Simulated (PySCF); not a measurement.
**Worked example: oscillator strength and radiative lifetime**

C3H6BFO2, SMILES OB(O)[C@@H]1C[C@@H]1F.

Geometry: B3LYP-D3(BJ)/def2-SVP. The structure was generated by enumeration; whether it is a known compound was not checked. The values are those of a single conformer.

PySCF 2.14.0 with TDA-PBE/def2-SVPD puts the first singlet state with f over 0.02 at 7.18 eV (vertical), with the transition dipole (0.399, 0.071, -0.091) in atomic units.

Problem. Find the oscillator strength, the wavelength and the radiative lifetime that this transition would have in vacuum if emission retraced absorption.

Solution. 
|μ|² = 0.1725 au, so |μ| = 1.06 D. ΔE = 7.18/27.211 = 0.2639 hartree. f = (2/3) ΔE |μ|² = 0.030 (the program prints 0.030).
λ = 1239.84/7.18 = 173 nm; ν = 57911 cm⁻¹.
Einstein's coefficient A = 0.6670 ν² f s⁻¹ (ν in cm⁻¹) = 6.8e7 s⁻¹, so τ = 1/A = 15 ns. This state is S6; the lower singlets have f = 0.005, 0.009, 0.020, 0.005, 0.001. The figure is the radiative limit of this one transition; relaxation, internal conversion, crossing to triplets and a medium change what is measured.
